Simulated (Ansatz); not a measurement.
Reactions of `[SiH3][O][GeH2][SH]`.

Isolated molecules relaxed with PBE0-D4/def2-TZVP in Ansatz; ΔE leaves out vibrations. CCSD(T)/CBS adds triple-zeta CCSD(T) − MP2 to the extrapolated MP2 energy (def2 sets, frozen cores). This one scheme is used for every species. For Ge, Mg outer-core shells are correlated without core-valence functions, which leaves a few kJ/mol of doubt a bond. Scalar relativity is left out up to krypton. One conformer a species, not always the lowest.

(1) Order these by ΔE at CCSD(T)/CBS, lowest first. (An estimate is asked.)
A. `[SiH3][O][GeH2][SH]` + H–F → `[F][GeH2][O][SiH3]` + H₂S
B. `[SiH3][O][GeH2][SH]` + H₂O → `[OH][GeH2][O][SiH3]` + H₂S
C. `[SiH3][O][GeH2][SH]` + `O[SiH3]` → `[SiH3][O][GeH2][O][SiH3]` + H₂S
D. `[SiH3][O][GeH2][SH]` → `O[SiH3]` + `[SH][GeH]`
E. `[SiH3][O][GeH2][SH]` → `[SiH3][O][GeH]` + H₂S
F. `[SiH3][O][GeH2][SH]` + `C#CS` → `C#CS[SiH3]` + `[OH][GeH2][SH]`
G. `[SiH3][O][GeH2][SH]` + `C[S][Mg][OH]` → `C[S][Mg][O][SiH3]` + `[OH][GeH2][SH]`

Largest T1 diagnostic: 0.015, for `[SH][GeH]`.

Results:

(1) G (-5.4 kcal/mol), A (-3.2 kcal/mol), C (-0.8 kcal/mol), B (+3.8 kcal/mol), F (+9.8 kcal/mol), D (+35.0 kcal/mol), E (+39.3 kcal/mol).
